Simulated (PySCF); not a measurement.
Fractional electron number in Tc²⁺ (technetium, charge +2)

The 4d alpha orbital of [Kr] 4d5 is emptied in steps (occupation f), with all orbitals relaxed, ending at [Kr] 4d4. Computed with PySCF 2.14 in x2c-TZVPall (8s6p6d1f, 63 functions), with the spin-free X2C one-electron Hamiltonian (Gaussian nucleus). The exact energy is a straight line in f; departures are measured from the line between the end points of the same method.

| f | PBE0 (eV) | r2SCAN (eV) | LC-wPBE (eV) |
| --- | --- | --- | --- |
| 1 | 0.000 | 0.000 | 0.000 |
| 0.8 | -0.706 | -0.940 | -0.241 |
| 0.6 | -1.062 | -1.413 | -0.364 |
| 0.4 | -1.065 | -1.415 | -0.366 |
| 0.2 | -0.712 | -0.944 | -0.245 |
| 0 | 0.000 | 0.000 | 0.000 |

```csv
method,E(f=0) − E(f=1) (eV),−ε at f=1 (eV),−ε at f=0.4 (eV)
PBE0,29.958,25.564,30.832
r2SCAN,30.012,24.152,31.183
LC-wPBE,29.843,28.350,30.139
```

Orbital energy along the path (eV):

| f | PBE0 | r2SCAN | LC-wPBE |
| --- | --- | --- | --- |
| 1 | -25.564 | -24.152 | -28.350 |
| 0.8 | -27.299 | -26.476 | -28.931 |
| 0.6 | -29.057 | -28.823 | -29.529 |
| 0.4 | -30.832 | -31.183 | -30.139 |
| 0.2 | -32.620 | -33.548 | -30.757 |
| 0 | -34.417 | -35.916 | -31.378 |

Reference removal energy between the ground levels: 29.55 eV (semi-empirical (NIST evaluation); NIST Atomic Spectra Database, ionization energies). The calculation has no spin-orbit coupling. The determinant left behind need not be the lowest term of the ion.
